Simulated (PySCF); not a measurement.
# Structure from 2D NMR

Compound of formula C₂H₁₁FO₂Si₃. Correlations simulated from computed shifts and the bond graph:

HSQC (one-bond C–H):
```csv
δH,δC
4.73,89.7
1.44,19.1
```

COSY cross peaks (H two or three bonds apart, from the bond graph; peaks can be absent where the dihedral angle is near 90°):
```csv
δH,δH
4.77,4.73
4.73,1.44
```

HMBC (two and three bonds, from the bond graph):
```csv
δH,δC
4.77,"89.7, 19.1"
4.73,19.1
1.44,89.7
```

Computational details: shielding tensors at PBE0/pcSseg-1 (GIAO), GFN2-xTB geometry, in PySCF (one averaged value for each set of equivalent atoms, a single conformation, in vacuum, no relativistic terms).

References, each an isolated molecule treated in the same way: ¹H and ¹³C against TMS.

Exchangeable hydrogens are left out of these lists.

Problem. Work out the connectivity.

Solution. `C[C@@H](F)[SiH](O[SiH3])O[SiH3]`.

Atoms are numbered as in `[CH3:1][C@@H:2]([F:3])[SiH:4]([O:5][SiH3:6])[O:7][SiH3:8]`; H(Xn) means a hydrogen on atom n.

- δC 89.7 is C2, an sp3 CH bonded to F and Si (δH 4.73).
- δC 19.1 is C1, a methyl carbon (δH 1.44).
- COSY links 4.77–4.73, 4.73–1.44.

This is the structure that produced the data.

Shifts are as computed. Against solution values, carbons near 30 ppm lie about +3 ppm off and those near 130 ppm about +5 ppm. Of 1211 compounds with measured shifts, 218 miss one by over three times the rms of a fit or turn the order of signals round; such compounds aren't used in these exercises.
